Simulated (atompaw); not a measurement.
# What one change does to a pseudopotential (carbon (C), PAW (atompaw))

* Element: C
* Generator: atompaw 4.2.0.5
* Type: PAW
* Functional: PBEsol
* Relativity: scalar-relativistic
* Frozen core: [He]
* Valence charge: 4
* Reference configuration: 2s2 2p2
* Partial waves: 2s (bound): rc 1.00 bohr; 2s channel at 1.85 Ry: rc 3.00 bohr; 2p (bound): rc 3.00 bohr; 2p channel at 2.55 Ry: rc 3.00 bohr
* Local potential: bessel scheme, radius 2.10 bohr
* Core correction: smooth core density matched at 1.90 bohr
* Augmentation charge: sinc compensation charge, radius 2.40 bohr; PAW radius 3.00 bohr; waves and projectors: custom rrkj gramschmidtortho

All-electron outer shells of the reference configuration (PBEsol, scalar-relativistic, ld1.x):

```csv
shell,level (eV),outermost node (bohr),outermost maximum (bohr)
1s,-272.04,–,0.18
2s,-13.65,0.38,1.22
2p,-5.23,–,1.20
```

Change: augmentation sinc compensation charge, radius 2.40 bohr; PAW radius 3.00 bohr; waves and projectors: custom polynom2 7 10 vanderbiltortho.

Cutoffs: the cutoffs (Ry, on a coarse ladder) from which the occupation-weighted sum of valence levels, in a spherical-Bessel basis at the reference potential, stays within 10 and 1 mRy of its value at 400 Ry; they do not see the model core or the augmentation charge, which bear on the density cutoff.

Q: What does the change do?

A: The potential gets neither clearly harder nor softer (30 Ry and 40 Ry → 18 Ry and 230 Ry); the range in which the p phases agree narrows (upper end 4.7 → -0.1); neither file shows a bound ghost.

```tsv
quantity	base	changed
cutoff, loose	30 Ry	18 Ry
cutoff, tight	40 Ry	230 Ry
loose cutoff by channel (10 mRy a level)	s 25 Ry, p 6 Ry	s 8 Ry, p 8 Ry
bound ghosts	none	none
s: phases at 3.00 bohr within 0.05 rad from the reference energy up to (Ry; the scan ends near 5)	4.1	to the end of the scan
p: phases at 3.00 bohr within 0.05 rad from the reference energy up to (Ry; the scan ends near 5)	4.7	-0.1
lowest overlap eigenvalue by channel	s 0.69, p 0.79	s 0.44, p 0.97
```

 The cutoffs see the waves, projectors and local potential, not the compensation charge or the core.
